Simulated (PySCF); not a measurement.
Gas-phase reaction: GeO₂ + Br₂ ⇌ GeBr₂ + O₂

Computed with PySCF and rigid-rotor harmonic-oscillator thermochemistry at 1 bar. † marks an energy on the PBE0/def2-TZVP geometry and frequencies; other levels use their own. CCSD(T) freezes the core. 6-31G* has spherical d functions here. Open shells (unrestricted): O₂ (multiplicity 3); the rest are closed-shell singlets. Br, Ge: all electrons, no relativistic terms. GeO₂: computed as isolated molecules; such fragments, hydroxides, amides, oligomers or adducts are transient or little studied in the gas. CCSD(T) isn't extrapolated to the basis-set limit; its ΔH°(298 K) is -70.1 kJ in def2-SVP and -20.5 kJ in def2-TZVPP. The harmonic model lacks anharmonicity and excited electronic states, which grow with temperature; levels with a mode under 35 cm⁻¹ are left out. Soft modes under 120 cm⁻¹ make the harmonic entropy rough for GeBr₂. Warning, large T1 diagnostic: GeO₂ (CCSD(T)/def2-TZVPP†).

| level | ΔE electronic, kJ | ΔH°(298 K), kJ | ΔS°(298 K), J/K | ΔG°(2500 K), kJ |
|---|---|---|---|---|
| CCSD(T)/def2-TZVPP† | -20 | -20 | 34 | -96 |
| HF/6-31G* | -236 | -236 | 34 | -309 |
| HF/def2-TZVP† | -191 | -192 | 34 | -268 |
| M06-2X/def2-TZVP† | -55 | -56 | 34 | -131 |
| PBE0/def2-TZVP | -78 | -79 | 34 | -155 |
ΔH° is lowest at HF/6-31G* and highest at CCSD(T)/def2-TZVPP†. No reference value is set beside these.
